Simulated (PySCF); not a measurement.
**Calculated properties of `FC(F)(CCP=C=C(C)C)F`**

Species: C7H10F3P.
Geometry (GFN2-xTB, Å), atoms numbered from 1 in this order:
```xyz
21
C7H10F3P angstrom
C     -2.321    0.320   -1.895
C     -1.972    0.853   -0.534
C     -3.096    0.881    0.464
C     -0.762    1.222   -0.223
P      0.707    1.832    0.159
C      1.533    0.242    0.786
C      2.431   -0.361   -0.291
C      3.061   -1.651    0.192
F      3.797   -1.485    1.301
F      2.149   -2.593    0.479
F      3.881   -2.189   -0.728
H     -2.617   -0.727   -1.818
H     -1.476    0.398   -2.574
H     -3.160    0.878   -2.308
H     -3.444   -0.133    0.659
H     -2.775    1.329    1.401
H     -3.931    1.454    0.064
H      2.131    0.491    1.666
H      0.762   -0.473    1.079
H      1.855   -0.594   -1.190
H      3.239    0.323   -0.556
```

Some functional groups and rings: CF3 group and C–F bond.

**GFN2-xTB geometry**

```yaml
Point_group_of_the_GFN2-xTB_geometry: C1
Rotational_constants_A_B_C_of_the_GFN2-xTB_geometry: 1.660, 0.374, 0.347 GHz
```

From PBE0/pcSseg-1 ground state and GIAO shieldings, non-relativistic (PySCF):

```yaml
Dipole_moment: 2.91 D
HOMO_energy: -7.02 eV
LUMO_energy: -1.31 eV
HOMO–LUMO_gap: 5.71 eV
Lowest_Hirshfeld_atomic_charge: -0.12 e on C6
Highest_Hirshfeld_atomic_charge: +0.26 e on C8
13C_chemical_shifts_computed_TMS_as_zero_by_class: 268.7 (C4), 135.6 (C8), 123.6 (C2), 39.6 (C7), 30.7 (C6), 24.5 (C1/C3) ppm
1H_chemical_shifts_computed_TMS_as_zero_by_class: 2.16 (H20/H21), 2.15 (H18/H19), 1.98 (H12/H13/H14/H15/H16/H17) ppm
Isotropic_shieldings_of_nuclei_other_than_C_and_H_by_class: 258 (F9/F10/F11), 264 (P5) ppm
Mayer_bond_orders_between_heavy_atoms: C1–C2 1.07, C2–C3 1.07, C2–C4 1.76, C4–P5 1.85, P5–C6 0.90, C6–C7 0.99, C7–C8 1.03, C8–F9 0.99, C8–F10 1.00, C8–F11 1.00
```

Monoisotopic mass from the formula: 182.0472 u.

The rotational constants make it an asymmetric top with κ = (2B − A − C)/(A − C) = -0.96, nearer the prolate limit (−1). With B = h/(8π²I), that is 505.379 GHz u Å² over I, the principal moments of inertia are 304.5, 1350.2 and 1456.6 u Å² (most abundant isotopes); the inertial defect Ic − Ia − Ib is -198.1 u Å² (zero for a rigid planar frame, negative otherwise). The dipole matches unit charges of opposite sign 0.61 Å apart (1 e·Å = 4.8032 D).

The structure is a single GFN2-xTB conformer in the gas phase; no vibrational or solvent corrections. NMR classes are plain means over equivalent atoms (diastereotopic ones count apart unless rotation or inversion swaps them), as if these changed places fast; in this geometry the members of some classes differ.
